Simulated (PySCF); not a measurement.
C2H6O2Te. Atoms are numbered in the order given.

```xyz
11

Te     0.0000     0.0000     0.6788
O     -1.3389     0.6600    -0.6321
C     -2.0908    -0.3041    -1.3308
H     -2.6887    -0.9461    -0.6586
H     -2.7802     0.2436    -1.9934
H     -1.4537    -0.9551    -1.9546
O      1.3389    -0.6600    -0.6321
C      2.0908     0.3041    -1.3308
H      2.6887     0.9461    -0.6586
H      2.7802    -0.2436    -1.9934
H      1.4537     0.9551    -1.9546
```

The structure is a stationary point at PBE0-D3(BJ)/def2-SVP. The def2 effective core potentials stand for the cores of Te; spin–orbit coupling is left out. One conformer was computed; it need not be the lowest.

Vertical ionisation energy (IE) and electron affinity (EA) in eV. Rows of orbital energies are one-electron estimates. Where ΔSCF, EOM or ADC give a negative EA the extra electron is unbound and the value depends on the basis.

```csv
level,IE,EA
"−ε(HOMO), −ε(LUMO), HF/def2-TZVP (PySCF)",8.71,-1.52
"−ε(HOMO), −ε(LUMO), PBE/def2-TZVP (PySCF)",5.03,2.54
```
